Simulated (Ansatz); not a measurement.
Born–Oppenheimer molecular dynamics of CH2F2 + H4Si (10 atoms, charge 0, multiplicity 1). It starts from a relaxed structure.

The calculation used RKS r2SCANh/STO-3G in Ansatz 0.2.0.

```yaml
ensemble: NVT, Langevin thermostat
time_step: 0.25 fs
steps_asked: 600
set_temperature: 300 K
friction: 0.005 /fs
seed: 894394
```

Frames 0.5 fs apart, positions in Å, forces in eV/Å.

Velocities at 117.5 fs (Å/ps):

```
Si 3.55 -1.96 -3.93
H -21.41 -15.02 -24.70
H -9.35 12.86 -5.45
H -2.92 5.44 30.95
H 5.24 -29.41 12.80
F -0.93 -3.13 -0.65
C -3.54 -0.41 -1.78
F 3.03 2.57 5.79
H -9.38 -1.41 -12.16
H -8.65 -10.70 -3.20
```

```xyz
10
Properties=species:S:1:pos:R:3:forces:R:3 time_fs=117.5 energy_less_start_eV=0.199 T=254
Si 0.117 -0.313 -2.025 -0.23 -0.17 0.99
H 1.243 -0.921 -1.295 -0.67 0.29 -0.37
H -0.753 -1.372 -2.552 0.35 0.52 0.32
H 0.672 0.419 -3.134 -0.11 0.15 0.00
H -0.639 0.584 -1.093 0.66 -0.78 -0.97
F -1.270 0.752 2.027 -1.18 1.20 0.09
C -0.195 -0.061 2.292 0.83 1.39 0.11
F -0.133 -0.930 1.243 0.56 -1.53 -0.95
H 0.752 0.566 2.373 -0.07 -0.17 -0.16
H -0.333 -0.549 3.267 -0.15 -0.90 0.95
10
Properties=species:S:1:pos:R:3:forces:R:3 time_fs=118.0 energy_less_start_eV=0.183 T=266
Si 0.118 -0.314 -2.027 -0.53 -0.26 1.11
H 1.231 -0.928 -1.307 -0.42 0.17 -0.22
H -0.756 -1.364 -2.554 0.33 0.47 0.26
H 0.670 0.422 -3.118 0.02 0.32 -0.27
H -0.636 0.568 -1.088 0.62 -0.69 -0.91
F -1.271 0.750 2.026 -1.27 1.25 0.07
C -0.197 -0.060 2.291 0.76 1.28 0.30
F -0.132 -0.929 1.246 0.55 -1.65 -1.12
H 0.747 0.565 2.367 0.04 -0.10 -0.08
H -0.337 -0.556 3.267 -0.10 -0.80 0.85
10
Properties=species:S:1:pos:R:3:forces:R:3 time_fs=118.5 energy_less_start_eV=0.171 T=276
Si 0.120 -0.315 -2.029 -0.81 -0.32 1.17
H 1.218 -0.934 -1.321 -0.14 0.03 -0.05
H -0.759 -1.355 -2.554 0.27 0.38 0.18
H 0.668 0.425 -3.103 0.14 0.49 -0.53
H -0.631 0.551 -1.084 0.55 -0.56 -0.82
F -1.272 0.749 2.026 -1.33 1.30 0.07
C -0.198 -0.060 2.291 0.66 1.10 0.55
F -0.130 -0.928 1.249 0.55 -1.76 -1.26
H 0.743 0.563 2.361 0.16 -0.02 0.00
H -0.342 -0.564 3.268 -0.04 -0.64 0.68
10
Properties=species:S:1:pos:R:3:forces:R:3 time_fs=119.0 energy_less_start_eV=0.166 T=275
Si 0.122 -0.316 -2.030 -1.04 -0.35 1.18
H 1.205 -0.940 -1.334 0.17 -0.14 0.14
H -0.760 -1.344 -2.555 0.18 0.25 0.09
H 0.666 0.430 -3.089 0.26 0.65 -0.76
H -0.626 0.532 -1.082 0.45 -0.40 -0.68
F -1.273 0.748 2.026 -1.37 1.33 0.06
C -0.199 -0.060 2.290 0.53 0.87 0.84
F -0.129 -0.927 1.252 0.54 -1.85 -1.39
H 0.740 0.562 2.354 0.26 0.06 0.09
H -0.347 -0.574 3.271 0.03 -0.43 0.43
10
Properties=species:S:1:pos:R:3:forces:R:3 time_fs=119.5 energy_less_start_eV=0.172 T=265
Si 0.123 -0.317 -2.032 -1.20 -0.33 1.10
H 1.193 -0.946 -1.347 0.48 -0.31 0.32
H -0.760 -1.332 -2.555 0.06 0.09 -0.02
H 0.665 0.435 -3.078 0.34 0.78 -0.93
H -0.619 0.513 -1.081 0.33 -0.21 -0.51
F -1.274 0.746 2.025 -1.40 1.35 0.06
C -0.199 -0.059 2.290 0.40 0.62 1.14
F -0.127 -0.927 1.254 0.53 -1.91 -1.49
H 0.737 0.560 2.347 0.35 0.13 0.17
H -0.352 -0.584 3.276 0.12 -0.20 0.15
10
Properties=species:S:1:pos:R:3:forces:R:3 time_fs=120.0 energy_less_start_eV=0.187 T=265
Si 0.125 -0.317 -2.033 -1.28 -0.29 0.96
H 1.182 -0.952 -1.359 0.76 -0.47 0.48
H -0.761 -1.319 -2.555 -0.06 -0.06 -0.13
H 0.663 0.443 -3.069 0.40 0.86 -1.03
H -0.612 0.494 -1.081 0.19 -0.02 -0.32
F -1.275 0.745 2.025 -1.42 1.36 0.07
C -0.200 -0.058 2.290 0.30 0.35 1.40
F -0.125 -0.927 1.256 0.51 -1.95 -1.56
H 0.735 0.559 2.340 0.41 0.18 0.25
H -0.357 -0.595 3.280 0.20 0.03 -0.12
10
Properties=species:S:1:pos:R:3:forces:R:3 time_fs=120.5 energy_less_start_eV=0.206 T=245
Si 0.126 -0.318 -2.035 -1.25 -0.21 0.74
H 1.173 -0.960 -1.370 0.99 -0.60 0.61
H -0.761 -1.307 -2.556 -0.18 -0.21 -0.24
H 0.663 0.453 -3.062 0.41 0.87 -1.04
H -0.604 0.475 -1.082 0.04 0.18 -0.10
F -1.276 0.744 2.025 -1.41 1.36 0.08
C -0.201 -0.057 2.290 0.24 0.12 1.60
F -0.123 -0.928 1.258 0.49 -1.95 -1.60
H 0.735 0.559 2.334 0.41 0.21 0.32
H -0.362 -0.607 3.284 0.27 0.25 -0.36
10
Properties=species:S:1:pos:R:3:forces:R:3 time_fs=121.0 energy_less_start_eV=0.223 T=229
Si 0.128 -0.319 -2.036 -1.07 -0.12 0.45
H 1.166 -0.969 -1.379 1.14 -0.69 0.67
H -0.762 -1.295 -2.558 -0.31 -0.36 -0.34
H 0.663 0.466 -3.058 0.38 0.80 -0.96
H -0.595 0.458 -1.083 -0.13 0.38 0.14
F -1.278 0.743 2.025 -1.39 1.35 0.09
C -0.202 -0.055 2.290 0.21 -0.08 1.74
F -0.121 -0.929 1.260 0.47 -1.95 -1.63
H 0.736 0.559 2.329 0.38 0.21 0.38
H -0.365 -0.617 3.288 0.32 0.45 -0.55
10
Properties=species:S:1:pos:R:3:forces:R:3 time_fs=121.5 energy_less_start_eV=0.235 T=217
Si 0.129 -0.320 -2.037 -0.80 -0.03 0.13
H 1.162 -0.981 -1.386 1.19 -0.72 0.68
H -0.763 -1.285 -2.559 -0.41 -0.47 -0.43
H 0.664 0.482 -3.055 0.31 0.67 -0.80
H -0.586 0.442 -1.083 -0.29 0.57 0.38
F -1.280 0.743 2.025 -1.36 1.33 0.11
C -0.202 -0.054 2.291 0.22 -0.24 1.84
F -0.119 -0.929 1.262 0.45 -1.92 -1.64
H 0.738 0.559 2.324 0.31 0.20 0.43
H -0.368 -0.626 3.291 0.37 0.61 -0.70
10
Properties=species:S:1:pos:R:3:forces:R:3 time_fs=122.0 energy_less_start_eV=0.240 T=209
Si 0.130 -0.321 -2.038 -0.48 0.04 -0.17
H 1.161 -0.993 -1.392 1.17 -0.69 0.64
H -0.766 -1.276 -2.563 -0.47 -0.54 -0.50
H 0.666 0.498 -3.055 0.21 0.49 -0.59
H -0.579 0.429 -1.084 -0.42 0.72 0.58
F -1.282 0.742 2.024 -1.32 1.30 0.12
C -0.203 -0.053 2.292 0.28 -0.35 1.86
F -0.116 -0.930 1.263 0.43 -1.87 -1.61
H 0.740 0.560 2.322 0.22 0.17 0.47
H -0.370 -0.634 3.292 0.39 0.73 -0.80
10
Properties=species:S:1:pos:R:3:forces:R:3 time_fs=122.5 energy_less_start_eV=0.236 T=207
Si 0.132 -0.322 -2.039 -0.13 0.11 -0.45
H 1.163 -1.007 -1.396 1.06 -0.61 0.55
H -0.769 -1.268 -2.566 -0.51 -0.58 -0.54
H 0.668 0.516 -3.057 0.10 0.27 -0.34
H -0.572 0.417 -1.082 -0.52 0.83 0.74
F -1.285 0.741 2.024 -1.27 1.26 0.13
C -0.204 -0.052 2.293 0.35 -0.43 1.83
F -0.114 -0.932 1.264 0.41 -1.79 -1.56
H 0.743 0.562 2.321 0.10 0.12 0.49
H -0.372 -0.640 3.293 0.41 0.82 -0.85
10
Properties=species:S:1:pos:R:3:forces:R:3 time_fs=123.0 energy_less_start_eV=0.225 T=216
Si 0.133 -0.323 -2.040 0.22 0.16 -0.64
H 1.166 -1.023 -1.398 0.88 -0.48 0.41
H -0.773 -1.261 -2.571 -0.51 -0.58 -0.57
H 0.669 0.535 -3.060 -0.02 0.03 -0.08
H -0.567 0.408 -1.079 -0.56 0.89 0.84
F -1.287 0.741 2.025 -1.20 1.22 0.14
C -0.205 -0.051 2.295 0.41 -0.48 1.72
F -0.111 -0.933 1.265 0.39 -1.70 -1.48
H 0.746 0.563 2.320 -0.01 0.07 0.51
H -0.373 -0.644 3.292 0.41 0.87 -0.85
```

Of the whole run (150 fs, mean temperature of the second half 216 K): The mean temperature of the second half is 28 % below the set value. A run of 0.15 ps of so small a system gives no equilibrium averages. Limits of this set-up: minimal basis.

The run took 17 min on 1 CPU thread of a shared host.
